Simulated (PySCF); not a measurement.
SnF3Br, SMILES [F][Sn]([F])([F])[Br]. The structure is a stationary point at PBE-D3(BJ)/def2-SVP. The structure was generated by enumeration; whether it is a known compound was not checked. The def2 effective core potentials stand for the cores of Sn; spin–orbit coupling is left out.

Computed equilibrium geometry at PBE-D3(BJ)/def2-SVP (PySCF confirms it by a frequency run) as bond lengths and angles, and its point group:
point group C3v.
Atoms: F1 Sn2 F3 F4 Br5. Bond lengths (Å): F1–Sn2 1.935, Sn2–F3 1.935, Sn2–F4 1.935, Sn2–Br5 2.460. Bond angles (°): F1–Sn2–F3 106.7, F1–Sn2–F4 106.7, F1–Sn2–Br5 112.1, F3–Sn2–F4 106.7, F3–Sn2–Br5 112.1, F4–Sn2–Br5 112.1.
Charge 0, spin multiplicity 1.
